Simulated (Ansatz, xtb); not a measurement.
# B2FO+: which of two structures lies lower

Structure a is a singlet given by its coordinates and structure b is a singlet given by its coordinates. Both are isolated ions in the gas phase, relaxed with PBE0-D3(BJ)/def2-SVP.

a (Å):

```yaml
atoms:
  - { symbol: B, position_ang: [0.0000, 0.0000, -2.0091] }
  - { symbol: B, position_ang: [0.0000, 0.0000, 0.6758] }
  - { symbol: F, position_ang: [0.0000, 0.0000, 1.9106] }
  - { symbol: O, position_ang: [0.0000, 0.0000, -0.5774] }
```

Close contacts (Å): B1–O4 1.43, B2–F3 1.23, B2–O4 1.25.

b (Å):

```yaml
atoms:
  - { symbol: B, position_ang: [0.0000, 0.0000, -0.8365] }
  - { symbol: B, position_ang: [0.0000, 0.0000, 0.8230] }
  - { symbol: F, position_ang: [0.0000, 0.0000, 2.0413] }
  - { symbol: O, position_ang: [0.0000, 0.0000, -2.0278] }
```

Close contacts (Å): B1–B2 1.66, B1–O4 1.19, B2–F3 1.22.

Quicker runs give these differences E(b) − E(a): GFN2-xTB −0.762 eV; HF/STO-3G −1.089 eV (at GFN2-xTB geometries); r2SCAN-D4/def2-SVP −1.123 eV (at GFN2-xTB geometries).

Q: Estimate E(b) − E(a) at the level CCSD(T)/def2-TZVPP.

A: Calculated at CCSD(T)/def2-TZVPP: E(b) − E(a) = −0.440 eV, so structure b lies lower.

The same difference at several levels:

```csv
level,geometry,E(b) − E(a) (eV),departure from the last row (eV),"job, with rough time for the two"
GFN2-xTB,GFN2-xTB,−0.762,−0.322,"optimisation, 0.17 s"
HF/STO-3G,GFN2-xTB,−1.089,−0.649,"single point, 0.24 s"
r2SCAN-D4/def2-SVP,GFN2-xTB,−1.123,−0.684,"single point, 3.4 s"
PBE0-D3(BJ)/def2-SVP,PBE0-D3(BJ)/def2-SVP,−0.675,−0.235,"optimisation, 15 s"
HF/def2-TZVPP,PBE0-D3(BJ)/def2-SVP,+0.146,+0.586,part of the CCSD(T) run
MP2/def2-TZVPP,PBE0-D3(BJ)/def2-SVP,−0.804,−0.365,part of the CCSD(T) run
CCSD(T)/def2-TZVPP,PBE0-D3(BJ)/def2-SVP,−0.440,,"single point, 17 s"
```

HF/def2-TZVPP puts the two in the other order. The largest departure from CCSD(T)/def2-TZVPP is that of r2SCAN-D4/def2-SVP, 0.684 eV.

With harmonic frequencies from PBE0-D3(BJ)/def2-SVP (ideal gas, rigid rotor, one conformer each, 298.15 K, 1 atm): the zero-point term adds +0.039 eV; ΔH is −0.405 and ΔG −0.392 eV.

The T1 diagnostic of structure b is large, so the coupled-cluster value is less sure. The correlated steps freeze 4 core orbitals. Programs: Ansatz 0.2.0, xtb 6.7.1; the last row on 1 thread of Arm Neoverse N1 on a shared host.
